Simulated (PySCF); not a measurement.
## Complete the spectrum of C5H7F3O2

Compound: C5H7F3O2.
SMILES: `C1OCCO[C@H]1C(F)(F)F`

Theory: TDDFT CAM-B3LYP/def2-SVPD, vertical, gas phase, core orbitals frozen in the response (PySCF). The structure is a single PBE0-D3(BJ)/def2-SVP conformer in the gas phase; no vibrational or solvent corrections.

Orbital energies (eV): HOMO-3 -12.23, HOMO-2 -10.74, HOMO-1 -10.34, HOMO -9.03, LUMO 1.23, LUMO+1 1.65, LUMO+2 1.72.

Lowest singlets, with some entries withheld (?).

```tsv
state	E (eV)	f	main configurations (H = HOMO, L = LUMO)
S1	7.35	0.0030	H→L (81%), H→L+4 (8%)
S2	7.69	0.079	H→L+1 (69%), H→L+2 (22%)
S3	7.90	0.026	H→L+4 (29%), H→L+2 (23%), H→L+3 (18%)
S4	8.16	0.010	H→L+4 (45%), H→L+2 (18%), H-1→L (9%)
S5	8.30	0.025	H→L+3 (37%), H→L+2 (28%), H-1→L (10%)
S6	?	0.012	H-1→L (37%), H-2→L (16%), H-1→L+1 (11%)
S7	?	0.0057	H-1→L+1 (34%), H→L+5 (24%), H-1→L (8%)
S8	?	0.011	H→L+5 (31%), H-1→L+2 (18%), H-2→L (16%)
S9	?	0.0080	H-2→L (30%), H→L+7 (11%), H→L+5 (11%)
S10	?	0.0093	H→L+6 (28%), H→L+7 (16%), H→L+9 (13%)
```

**Question.** What stands in place of each question mark?

**Answer.** 
- S6: E = 8.80 eV
- S7: E = 8.89 eV
- S8: E = 8.91 eV
- S9: E = 9.06 eV
- S10: E = 9.13 eV

**Question.** What is the vertical ionisation energy by ΔSCF at this level?

**Answer.** 9.85 eV; −ε(HOMO) is 9.03 eV.

**Question.** Where do the lowest triplets lie (Tamm–Dancoff)?

**Answer.** T1 7.11 eV, H→L (62%), H→L+4 (19%), H→L+3 (9%); T2 7.50 eV, H→L+1 (59%), H→L+2 (23%); T3 7.62 eV, H→L+4 (35%), H→L (28%), H→L+1 (11%); T4 7.99 eV, H→L+3 (19%), H→L+2 (19%), H→L+4 (18%). E(S1) − E(T1) = +0.24 eV.

**Question.** What is the mean static polarisability from the same response equations?

**Answer.** 67.9 au (10.06 Å³), with principal values 61.6, 65.1 and 77.1 au.

On an Arm Neoverse V1 with one thread, no GPU, shared host, this took 3.2 min.
